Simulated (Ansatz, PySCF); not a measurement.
CHCl3, triplet, at the geometry of the source list (a higher spin typed on purpose: for a closed-shell molecule this is an excited state). Base run: CCSD(T)/STO-3G (PySCF).

PySCF was given this input:
```python
from pyscf import gto, scf, cc

mol = gto.M(
    atom='''
Cl   -0.800000    1.481100   -0.435100
C     0.002900    0.001100    0.115800
Cl   -0.902500   -1.429700   -0.405600
Cl    1.668900   -0.063700   -0.483400
H     0.030600    0.011200    1.208400
''',
    basis='sto-3g',
    charge=0,
    spin=2,
    verbose=4,
)

mf = scf.UHF(mol)
mf.kernel()

mycc = cc.CCSD(mf)
mycc.kernel()
et = mycc.ccsd_t()
print('E(CCSD(T)) = %.10f' % (mycc.e_tot + et))
```

The same geometry, method and basis name were run in Ansatz (a quantum-chemistry and plane-wave program) and PySCF, at each program's defaults and at the settings that a row names. The base is PySCF at its defaults. Differences at the defaults can come from grids, fitting, cores and function types together. The rows with settings made alike still differ; the cause (another SCF solution, basis table, core potential or functional code) wasn't traced.

```json
[
 {"code and settings": "PySCF, defaults (exact integrals, spherical functions, all electrons correlated)", "ΔE vs base (µEh)": "0.0", "basis functions": "33", "E (Eh)": "-1401.49216", "SCF cycles": "14", "SCF-reference dipole (D)": "2.33"},
 {"code and settings": "Ansatz, defaults (factorised integrals, spherical functions, frozen core)", "ΔE vs base (µEh)": "-8004", "basis functions": "33", "E (Eh)": "-1401.50016", "SCF cycles": "-", "SCF-reference dipole (D)": "-"},
 {"code and settings": "PySCF, frozen core", "ΔE vs base (µEh)": "511", "basis functions": "33", "E (Eh)": "-1401.49165", "SCF cycles": "14", "SCF-reference dipole (D)": "2.33"},
 {"code and settings": "Ansatz, high accuracy, frozen core", "ΔE vs base (µEh)": "-8019", "basis functions": "33", "E (Eh)": "-1401.50018", "SCF cycles": "-", "SCF-reference dipole (D)": "-"}
]
```

Open shells are given as the SCF converged; they aren't shown to be the lowest states, and a large step between rows can be another state.
